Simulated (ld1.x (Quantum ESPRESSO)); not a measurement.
**P (Z = 15): one change to an RRKJ potential, before and after**

ld1.x (Quantum ESPRESSO) 7.5 input, shortened:

```
&input
   title='P', zed=15., rel=0, dft='PZ', iswitch=3,
   config='[Ne] 3s2 3p2.5 3d-2'
 /
 &inputp
   pseudotype=2, tm=.false., rho0=0.001, lloc=0,
   nlcc=.true., rcore=0.95
 /
3
3P  2  1   2.50   0.00  1.75  1.75  0.0
3D  3  2  -2.00  -0.15  1.40  1.40  0.0
3S  1  0   2.00   0.00  1.35  1.35  0.0
 &test
   configts(1)='3s2 3p2.5'
 /
```

All-electron outer shells of the reference configuration (LDA (PZ), non-relativistic, ld1.x):

```csv
shell,level (eV),outermost node (bohr),outermost maximum (bohr)
3s,-18.39,0.66,1.56
3p,-9.77,0.64,1.79
```

Change: all radii but the core radius scaled by about 0.90 (s 1.22, p 1.58, d 1.26 bohr).

Cutoffs: the cutoffs (Ry, on a coarse ladder) from which the occupation-weighted sum of valence levels, in a spherical-Bessel basis at the reference potential, stays within 10 and 1 mRy of its value at 400 Ry; they do not see the model core or the augmentation charge, which bear on the density cutoff. Errors are all-electron minus pseudo energies relative to the spin-unpolarised reference configuration.

How do hardness, ghosts and transferability respond?

The potential gets harder (35 Ry and 80 Ry → 50 Ry and 110 Ry); of the 9 tests that both files solve, the error grows in 1 and shrinks in 0 by more than 15 % and 0.3 meV (median size 21.8 → 21.0 meV); neither file shows a bound ghost. A smaller radius makes the pseudo-wave follow the all-electron one further in, where it bends more sharply, so more plane waves are needed.

| quantity | base | changed |
| --- | --- | --- |
| cutoff, loose | 35 Ry | 50 Ry |
| cutoff, tight | 80 Ry | 110 Ry |
| loose cutoff by channel (10 mRy a level) | p 15 Ry, s 18 Ry | p 8 Ry, s 40 Ry |
| bound ghosts | none | none |
| error for 3s2 3p3, meV [ΔE -3.83 eV] | +0.7 | +0.8 |
| error for 3s2 3p2, meV [ΔE 6.01 eV] | +1.5 | +1.6 |
| error for 3s2 3p1, meV [ΔE 25.27 eV] | +22 | +23 |
| error for 3s2 3p0, meV [ΔE 55.17 eV] | +92 | +92 |
| error for 3s1 3p0, meV [ΔE 107.24 eV] | +206 | +196 |
| error for 3s1 3p4, meV [ΔE 4.58 eV] | -3.3 | -3.8 |
| error for 3s0 3p5, meV [ΔE 13.13 eV] | -14 | -16 |
| error for 3s2 3p2.5 (spin-polarised), meV [ΔE -1.18 eV] | +24 | +21 |
| error for 3s2 3p3 (spin-polarised), meV [ΔE -5.34 eV] | +30 | +26 |
